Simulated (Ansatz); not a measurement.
Geometry optimisation, Ansatz, RKS PBE/def2-SVP.

input.yaml

```yaml
crystal:
  periodic: [false, false, false]
  atoms:
    - { symbol: Ta, position_ang: [0.0, 0.0, 0.0] }
    - { symbol: Cl, position_ang: [2.47, 0.0, 0.0] }
    - { symbol: "N", position_ang: [0.0, 0.0, 2.16] }
    - { symbol: H, position_ang: [-0.2456, -0.8845, 2.69] }
    - { symbol: H, position_ang: [0.2456, 0.8845, 2.69] }
    - { symbol: "N", position_ang: [0.0, 0.0, -2.16] }
    - { symbol: H, position_ang: [-0.6116, -0.6845, -2.69] }
    - { symbol: H, position_ang: [0.6116, 0.6845, -2.69] }
    - { symbol: O, position_ang: [-1.01, 1.7493, 0.0] }
    - { symbol: H, position_ang: [-1.4859, 1.8638, 0.8834] }
    - { symbol: F, position_ang: [-0.965, -1.6714, 0.0] }
basis:
  gaussian: { orbitals: def2-SVP }
hamiltonian:
  xc: pbe
relax:
  f_tol: 0.02
  max_steps: 40
```

Command:

```bash
$ ansatz run input.yaml --threads 2 --pin off --max-ram 3072MiB --backend cpu --events-out ev --progress --plain --runs-dir out
```

**Question.** Where does it end, and by what steps?

**Answer.** It converged. After 21 steps the energy has fallen by 1.434 eV; H5 moved furthest, 1.58 Å.

```json
{"step": "0", "energy less start (eV)": "0.0000", "largest force component (eV/Å)": "2.025", "accepted": "yes"}
{"step": "1", "energy less start (eV)": "-0.7558", "largest force component (eV/Å)": "1.118", "accepted": "yes"}
{"step": "2", "energy less start (eV)": "-0.8898", "largest force component (eV/Å)": "1.136", "accepted": "yes"}
{"step": "3", "energy less start (eV)": "-0.9433", "largest force component (eV/Å)": "0.912", "accepted": "yes"}
{"step": "4", "energy less start (eV)": "-0.9968", "largest force component (eV/Å)": "0.568", "accepted": "yes"}
{"step": "5", "energy less start (eV)": "-1.0347", "largest force component (eV/Å)": "0.354", "accepted": "yes"}
{"step": "6", "energy less start (eV)": "-1.0839", "largest force component (eV/Å)": "0.477", "accepted": "yes"}
{"step": "7", "energy less start (eV)": "-1.0953", "largest force component (eV/Å)": "0.913", "accepted": "yes"}
{"step": "8", "energy less start (eV)": "-1.1019", "largest force component (eV/Å)": "1.243", "accepted": "yes"}
{"step": "9", "energy less start (eV)": "-1.1646", "largest force component (eV/Å)": "0.328", "accepted": "yes"}
{"step": "10", "energy less start (eV)": "-1.1859", "largest force component (eV/Å)": "0.208", "accepted": "yes"}
{"step": "11", "energy less start (eV)": "-1.2300", "largest force component (eV/Å)": "0.399", "accepted": "yes"}
{"step": "12", "energy less start (eV)": "-1.2745", "largest force component (eV/Å)": "0.389", "accepted": "yes"}
{"step": "13", "energy less start (eV)": "-1.3216", "largest force component (eV/Å)": "0.683", "accepted": "yes"}
{"step": "14", "energy less start (eV)": "-1.3651", "largest force component (eV/Å)": "0.569", "accepted": "yes"}
{"step": "15", "energy less start (eV)": "-1.3919", "largest force component (eV/Å)": "0.799", "accepted": "yes"}
{"step": "16", "energy less start (eV)": "-1.4150", "largest force component (eV/Å)": "0.564", "accepted": "yes"}
{"step": "17", "energy less start (eV)": "-1.3876", "largest force component (eV/Å)": "0.968", "accepted": "no"}
{"step": "18", "energy less start (eV)": "-1.4323", "largest force component (eV/Å)": "0.035", "accepted": "yes"}
{"step": "19", "energy less start (eV)": "-1.4331", "largest force component (eV/Å)": "0.077", "accepted": "yes"}
{"step": "20", "energy less start (eV)": "-1.4335", "largest force component (eV/Å)": "0.023", "accepted": "yes"}
{"step": "21", "energy less start (eV)": "-1.4336", "largest force component (eV/Å)": "0.010", "accepted": "yes"}
```

```xyz
11
Properties=species:S:1:pos:R:3
Ta -0.245 0.416 0.036
Cl 1.920 1.392 0.134
N 0.179 -0.508 1.756
H -0.366 -1.300 2.111
H 1.059 -0.405 2.271
N 0.168 -0.408 -1.736
H -0.308 -1.241 -2.096
H 0.960 -0.152 -2.333
O -1.163 2.095 0.006
H -1.407 2.760 0.672
F -1.788 -0.708 0.062
```

Whether the end is a true minimum wasn't checked by a vibrational analysis.

Time of the run: 74 s on 2 threads of Arm Neoverse V2 (shared host), peak memory 0.2 GiB.
